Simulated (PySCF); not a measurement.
C₂H₁₀FNSi₂, SMILES F[Si@@H]([SiH2]CC)N.

Geometry: PBE0-D3(BJ)/def2-SVP. The structure was generated by enumeration; whether it is a known compound was not checked. Other conformers were not sampled.

Calculation: ωB97X/def2-TZVP in PySCF.

Computed frontier levels, gap, dipole moment and polarisability:
```yaml
highest_occupied_level: -10.11 eV
lowest_empty_level: 2.01 eV
orbital_gap: 12.13 eV
dipole_moment: 0.498 e·Å
quadrupole, principal values (traceless, Buckingham form, about the centre of nuclear charge): -9.92, 0.68, 9.24 D·Å
mean_static_polarisability: 84.4 bohr³ (12.51 Å³)
polarisability_principal_values: 76.0, 79.6, 97.5 bohr³
```
